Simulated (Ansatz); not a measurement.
Complex (SMILES): O (H2O) with F (HF), atoms 1 to 3 the first; geometry from B3LYP-D3(BJ)/def2-TZVP, monomers rigid:
```xyz
5

O      0.0126     0.5732     0.1476
H     -0.2167     0.4999    -0.7856
H      0.6440    -0.1320     0.3287
F      0.9055     2.9606     0.8114
H      0.5537     2.1097     0.6008
```

The counterpoise-corrected interaction energy at CCSD(T) with Ansatz (a first-principles code), in kcal/mol, split into its Hartree-Fock and correlation parts. Cores are frozen. No added dispersion term, no relativity. Functions are those of the species that has most.

```
basis        X  functions  Hartree-Fock  CCSD(T)
-----------  -  ---------  ------------  -------
aug-cc-pVDZ  2         73         -7.72    -7.98
aug-cc-pVTZ  3        161         -7.84    -8.73
aug-cc-pVQZ  4        298         -7.87    -9.01
```

Worked estimate of the basis-set limit from each neighbouring pair, with Hartree-Fock from the larger set and the correlation part extrapolated as X^-3.
Correlation parts: X = 2: -0.26, X = 3: -0.89, X = 4: -1.14.
- (2,3): (27·(-0.89) - 8·(-0.26))/19 = -1.16; with Hartree-Fock -7.84 the estimate is -9.00 kcal/mol.
- (3,4): (64·(-1.14) - 27·(-0.89))/37 = -1.32; with Hartree-Fock -7.87 the estimate is -9.19 kcal/mol.
The last two estimates differ by 0.20 kcal/mol; the largest set lies 0.18 from the last. Over the last step Hartree-Fock moves by -0.03 and the correlation part by -0.25.
